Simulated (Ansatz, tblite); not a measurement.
Forces on `CCC(C)(CC(C)(CC(C)(C)C(=O)OCc1ccccc1)C(=O)OC)C(=O)OC1CCOC1=O` at its PBE-D4/def2-SVP geometry. Total charge 0; singlet.

The xTB rows come from tblite. Single mean-field runs in def2-SVP are fitted with def2-universal-jkfit.

GFN2-xTB (tblite), largest force 1.45 eV/Å:

```xyz
70
positions Å, forces eV/Å
C    -1.235   -0.571   -4.452   -0.213    0.439   -0.082
C    -0.522   -1.821   -3.937    0.339   -0.467   -0.116
C    -0.408   -2.005   -2.381   -0.205    0.110    0.006
C     0.441   -3.263   -2.135    0.195   -0.248    0.081
C     0.200   -0.723   -1.766    0.120    0.379   -0.165
C     0.646   -0.710   -0.268    0.098   -0.069   -0.012
C    -0.455   -1.232    0.665   -0.217   -0.193    0.187
C     1.015    0.787   -0.005   -0.042    0.266   -0.285
C     1.458    1.297    1.400   -0.039   -0.052   -0.012
C     0.279    1.465    2.391   -0.202    0.040    0.211
C     2.571    0.452    2.034    0.215   -0.309    0.154
C     2.014    2.717    1.181    0.408    0.654    0.082
O     3.102    3.114    1.556   -1.283   -0.484   -0.460
O     1.113    3.499    0.533    0.812    0.028    0.426
C     1.477    4.892    0.348   -0.037   -0.189   -0.261
C     1.067    5.724    1.538   -0.241    0.408    0.681
C    -0.230    6.269    1.610    0.177    0.043    0.215
C    -0.632    7.011    2.730    0.368   -0.130   -0.005
C     0.262    7.214    3.793    0.112   -0.184   -0.301
C     1.556    6.673    3.731   -0.232   -0.048   -0.262
C     1.957    5.931    2.611   -0.331    0.063   -0.038
C     1.944   -1.525   -0.172    0.550   -0.119   -0.155
O     2.934   -1.313   -0.849   -1.077   -0.227    0.712
O     1.887   -2.525    0.746    0.532    0.327   -0.542
C     3.082   -3.305    0.869    0.062   -0.100    0.071
C    -1.850   -2.163   -1.894   -0.590    0.171    0.103
O    -2.631   -1.250   -1.699    0.857   -1.028   -0.214
O    -2.208   -3.476   -1.771   -0.294    0.861    0.054
C    -3.586   -3.728   -1.430    0.261    0.135   -0.352
C    -3.754   -4.024    0.055   -0.303    0.243    0.406
C    -3.414   -5.519    0.122    0.009   -0.293   -0.080
O    -3.837   -6.061   -1.146    0.153    0.994   -0.239
C    -3.924   -5.078   -2.093   -0.127   -0.970   -0.204
O    -4.201   -5.292   -3.246    0.284    0.301    1.272
H    -2.267   -0.489   -4.057    0.617   -0.127   -0.182
H    -0.697    0.358   -4.177   -0.255   -0.605   -0.139
H    -1.296   -0.600   -5.558    0.043   -0.065    0.655
H     0.519   -1.847   -4.326   -0.534    0.135    0.163
H    -1.021   -2.730   -4.339    0.132    0.509    0.199
H     0.042   -4.124   -2.703    0.193    0.496    0.285
H     0.469   -3.552   -1.068   -0.075    0.222   -0.582
H     1.481   -3.077   -2.468   -0.596   -0.082    0.177
H    -0.547    0.086   -1.886    0.252   -0.447    0.048
H     1.088   -0.444   -2.370   -0.392   -0.193    0.292
H    -0.115   -1.266    1.715   -0.128    0.050   -0.602
H    -1.354   -0.590    0.596    0.548   -0.320    0.003
H    -0.750   -2.266    0.402    0.201    0.585    0.031
H     0.147    1.398   -0.322    0.362   -0.256    0.267
H     1.833    1.019   -0.719   -0.280   -0.110    0.405
H     0.612    2.027    3.288   -0.132   -0.295   -0.548
H    -0.101    0.487    2.736    0.247    0.587   -0.215
H    -0.555    2.027    1.929    0.520   -0.330    0.209
H     2.193   -0.552    2.305    0.196    0.580   -0.138
H     3.429    0.334    1.345   -0.527    0.109    0.323
H     2.948    0.943    2.951   -0.243   -0.235   -0.512
H     0.930    5.202   -0.563    0.207   -0.121    0.365
H     2.569    4.954    0.171   -0.399   -0.043    0.121
H    -0.931    6.111    0.774    0.439    0.091    0.533
H    -1.647    7.435    2.772    0.633   -0.270   -0.025
H    -0.051    7.799    4.672    0.196   -0.369   -0.548
H     2.260    6.832    4.563   -0.443   -0.103   -0.519
H     2.963    5.488    2.562   -0.608    0.294    0.054
H     3.936   -2.667    1.174   -0.460   -0.271   -0.133
H     3.336   -3.789   -0.096   -0.180    0.247    0.452
H     2.873   -4.067    1.641    0.104    0.394   -0.396
H    -4.214   -2.900   -1.809    0.252   -0.250    0.137
H    -4.813   -3.855    0.339    0.530   -0.102   -0.130
H    -3.119   -3.387    0.700   -0.243   -0.412   -0.384
H    -3.946   -6.069    0.922    0.195    0.266   -0.425
H    -2.322   -5.691    0.234   -0.492    0.090   -0.114
```

PBE-D4/def2-SVP (Ansatz), largest force 0.03 eV/Å:

```
C 0.001 0.002 -0.002
C 0.000 0.000 -0.003
C 0.002 -0.006 0.001
C 0.004 0.003 0.001
C 0.003 0.003 -0.007
C -0.002 -0.001 0.009
C 0.002 0.005 0.005
C -0.005 0.000 0.001
C 0.001 0.002 -0.003
C 0.002 0.002 -0.006
C -0.004 -0.003 0.002
C 0.002 -0.007 0.015
O -0.001 0.001 -0.008
O 0.003 0.007 0.001
C -0.005 -0.001 -0.004
C -0.002 0.001 0.001
C 0.002 0.000 0.000
C 0.001 0.001 0.001
C -0.001 0.000 -0.001
C 0.000 0.001 0.000
C -0.002 -0.002 -0.002
C -0.008 -0.009 -0.031
O 0.003 -0.003 0.008
O 0.008 0.002 0.010
C -0.003 0.002 0.004
C -0.003 0.008 0.004
O 0.000 -0.002 -0.003
O -0.003 -0.002 0.002
C -0.004 0.004 0.003
C -0.009 0.001 -0.004
C 0.009 -0.004 0.006
O 0.007 0.009 -0.002
C 0.004 -0.019 0.006
O -0.004 0.005 0.001
H 0.002 -0.001 0.001
H 0.000 -0.002 -0.002
H -0.001 0.000 0.002
H 0.000 0.000 0.001
H -0.001 0.001 0.001
H 0.000 0.000 0.000
H -0.001 -0.001 0.000
H -0.001 -0.001 0.000
H 0.001 0.000 0.002
H 0.000 -0.002 0.000
H -0.003 0.000 0.001
H 0.001 0.000 0.000
H 0.001 0.000 -0.001
H 0.000 0.001 0.000
H 0.000 0.001 -0.001
H -0.001 0.000 0.000
H 0.000 -0.002 0.001
H 0.000 -0.002 0.001
H 0.003 0.002 -0.001
H 0.001 0.001 0.000
H -0.001 -0.002 0.000
H 0.001 -0.001 0.001
H 0.001 0.001 0.001
H 0.001 0.000 0.001
H 0.001 0.000 0.000
H 0.000 0.000 0.000
H -0.001 0.000 0.000
H 0.000 0.001 0.002
H -0.002 -0.003 -0.001
H 0.001 0.001 0.000
H 0.001 0.003 -0.002
H 0.002 -0.001 -0.001
H 0.009 0.000 0.003
H 0.001 -0.001 -0.002
H 0.003 0.006 -0.013
H -0.014 0.000 0.000
```

PBE0-D4/def2-SVP (Ansatz), largest force 1.38 eV/Å:

```
C -0.024 0.047 0.007
C 0.049 -0.073 0.023
C -0.062 0.056 -0.037
C -0.015 -0.013 0.010
C 0.008 0.066 -0.017
C 0.068 0.033 -0.040
C 0.013 -0.036 0.028
C 0.000 0.051 -0.078
C 0.050 0.070 0.016
C -0.001 0.021 -0.005
C 0.012 0.009 0.005
C 0.392 0.470 0.066
O -1.196 -0.385 -0.435
O 0.762 0.095 0.345
C -0.055 -0.293 -0.010
C -0.088 0.108 0.230
C 0.154 0.017 0.135
C 0.192 -0.073 -0.004
C 0.063 -0.116 -0.177
C -0.135 -0.021 -0.146
C -0.205 0.060 -0.033
C 0.624 -0.234 -0.144
O -1.058 -0.257 0.754
O 0.531 0.362 -0.563
C -0.145 0.116 -0.029
C -0.641 0.204 0.132
O 0.825 -1.048 -0.181
O -0.393 0.695 0.096
C 0.243 0.015 -0.117
C -0.020 -0.063 -0.079
C -0.016 -0.103 -0.209
O 0.088 0.874 -0.137
C -0.123 -0.578 -0.489
O 0.305 0.269 1.318
H 0.256 -0.030 -0.093
H -0.121 -0.236 -0.063
H 0.022 -0.008 0.274
H -0.260 0.011 0.101
H 0.113 0.223 0.099
H 0.087 0.216 0.134
H -0.011 0.077 -0.242
H -0.256 -0.025 0.077
H 0.180 -0.202 0.033
H -0.216 -0.075 0.143
H -0.074 0.008 -0.262
H 0.229 -0.140 0.003
H 0.083 0.242 0.047
H 0.209 -0.153 0.090
H -0.194 -0.055 0.171
H -0.070 -0.134 -0.221
H 0.105 0.239 -0.092
H 0.207 -0.136 0.102
H 0.077 0.234 -0.071
H -0.207 0.035 0.153
H -0.102 -0.115 -0.222
H 0.151 -0.083 0.248
H -0.303 -0.021 0.045
H 0.179 0.041 0.220
H 0.265 -0.111 -0.011
H 0.081 -0.152 -0.227
H -0.184 -0.042 -0.216
H -0.252 0.114 0.018
H -0.252 -0.159 -0.071
H -0.096 0.132 0.256
H 0.047 0.209 -0.206
H 0.168 -0.243 0.086
H 0.267 -0.048 -0.074
H -0.148 -0.166 -0.178
H 0.132 0.158 -0.241
H -0.315 0.049 -0.043
```
